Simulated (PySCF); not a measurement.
C6H3N2 (doublet state).
Cartesian coordinates in Å at the GFN2-xTB level; atoms count from 1:
```
atom  x, y, z in Å
C1    -2.6430   -0.6841    0.9479
C2    -2.0356    0.0938    0.2587
C3    -1.2696    0.9774   -0.5341
N4    -0.0049    0.9738   -0.6900
C5     0.8071    0.1066   -0.0067
C6     2.0618   -0.1160   -0.3033
C7     3.3126   -0.5012   -0.4386
N8     4.4292   -0.8226   -0.5793
H9    -3.2013   -1.3464    1.5421
H10   -1.8222    1.7314   -1.0854
H11    0.3714   -0.4099    0.8628
```

The hyperfine couplings belong to this conformer and change with its torsions.

Identity: `C#C/C=N\C=[C]\C#N` [radical].

Computed with UKS B3LYP, pcH-1 on C H N, non-relativistic, mean-field spin-orbit, GIAO in PySCF 2.14.0. Geometry: GFN2-xTB, one conformer, isolated molecule. The geometry wasn't refined by DFT: couplings that depend on bond lengths, twists or pyramidal angles can differ widely from those at the functional's own minimum. The frame is twisted about the N4–C5 bond at this geometry (dihedral C3–N4–C5–H11 = -15°); couplings at other torsion angles weren't computed. Stability of the SCF solution: not tested. ⟨S²⟩ is 0.782 where a pure state has 0.75.

Principal values of hyperfine tensors in MHz (contact and dipolar terms together), for some of the nuclei:

```csv
atom,isotope,A1,A2,A3
H11,1H,121.24,123.87,132.73
C6,13C,8.20,32.54,205.08
C7,13C,-91.70,-73.80,-42.78
C5,13C,-70.09,-46.98,-39.86
N4,14N,14.91,18.92,19.91
C3,13C,-17.38,-3.87,-1.38
H10,1H,5.44,6.00,9.30
C2,13C,1.85,2.89,4.20
```

**Question.** Give the isotropic coupling of each nucleus in MHz and in mT (g = 2.0026), and the anisotropic part.

**Answer.** a_iso = (A1 + A2 + A3)/3, Ti = Ai − a_iso; 1 mT corresponds to 28.029 MHz.

```json
{"atom": "H11", "a_iso (MHz)": "125.95", "a_iso (mT)": "4.494", "T1": "-4.71", "T2": "-2.08", "T3": "6.78"}
{"atom": "C6", "a_iso (MHz)": "81.94", "a_iso (mT)": "2.923", "T1": "-73.74", "T2": "-49.41", "T3": "123.14"}
{"atom": "C7", "a_iso (MHz)": "-69.43", "a_iso (mT)": "-2.477", "T1": "-22.27", "T2": "-4.37", "T3": "26.65"}
{"atom": "C5", "a_iso (MHz)": "-52.31", "a_iso (mT)": "-1.866", "T1": "-17.78", "T2": "5.33", "T3": "12.45"}
{"atom": "N4", "a_iso (MHz)": "17.91", "a_iso (mT)": "0.639", "T1": "-3.00", "T2": "1.01", "T3": "2.00"}
{"atom": "C3", "a_iso (MHz)": "-7.54", "a_iso (mT)": "-0.269", "T1": "-9.84", "T2": "3.67", "T3": "6.16"}
{"atom": "H10", "a_iso (MHz)": "6.91", "a_iso (mT)": "0.247", "T1": "-1.47", "T2": "-0.92", "T3": "2.39"}
{"atom": "C2", "a_iso (MHz)": "2.98", "a_iso (mT)": "0.106", "T1": "-1.13", "T2": "-0.09", "T3": "1.22"}
```

**Question.** What spin density at the nucleus of C6 lies behind its contact coupling (g_N = 1.40482)?

**Answer.** a_FC = 800.24 MHz bohr³ × g_N × ρ(0)/(2S). With a_FC = 81.94 MHz and 2S = 1, ρ(0) = 0.07289 bohr⁻³.

**Question.** N8 (14N, g_N = 0.40376) isn't in the table. Its spin density at the nucleus is 0.03648 bohr⁻³. What is its contact coupling?

**Answer.** By the same relation, a_FC = 11.79 MHz. Its full tensor has the principal values -12.23, -1.80, 49.39 MHz.

**Question.** Which nucleus of the table has the largest anisotropic coupling, and what is its form?

**Answer.** C6: -73.7, -49.4, 123.1 MHz, rhombic: the two smaller values differ by 20 % of the largest.

**Question.** What first-order splitting does H11 cause when the field lies along A1, A2 or A3 of its tensor (g taken as isotropic, no quadrupole term)?

**Answer.** 2 lines (I = 1/2), spaced by |A_i|/(g × 13.996): 4.33, 4.42, 4.74 mT along the axes of A1, A2 and A3.
